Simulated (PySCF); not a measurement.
BeI₂, SMILES [I][Be][I]. Geometry optimised at B3LYP-D3(BJ)/def2-TZVP. The def2 effective core potentials stand for the cores of I; spin–orbit coupling is left out.

Computed equilibrium geometry at B3LYP-D3(BJ)/def2-TZVP (PySCF confirms it by a frequency run) as Cartesian coordinates in Å, and its point group:
point group D∞h.
```xyz
3

Be     0.0000     0.0000     0.0000
I      0.0000     0.0000    -2.1655
I      0.0000     0.0000     2.1655
```
Charge 0, spin multiplicity 1.
